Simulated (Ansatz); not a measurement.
```xyz
2

Mg    0.0000    0.0000   -0.6431
O     0.0000    0.0000    0.9647
```

Basis set: def2-TZVP (spherical functions). Frozen core: 2 orbitals. Charge 0, multiplicity 1.

Computed with Ansatz (development build ahead of 0.2.0); each method stands on the lowest determinant of its kind that the runs found. Restricted open shells among the atoms or ions are ROHF, correlated in semicanonical orbitals with singles.

The atomization energy at this shape (free ground-state atoms in the same class of orbitals less the molecule, no zero-point energy) of singlet MgO:

```tsv
method	atomization energy
RHF-MP2	62.43 kcal/mol
```

(1) What does RHF give?

Answers

(1) -30.12 kcal/mol. Caution: in another basis set an unrestricted determinant lies well below; the shape is not the minimum. Caution for RHF: the molecule lies well above its atoms at this level.
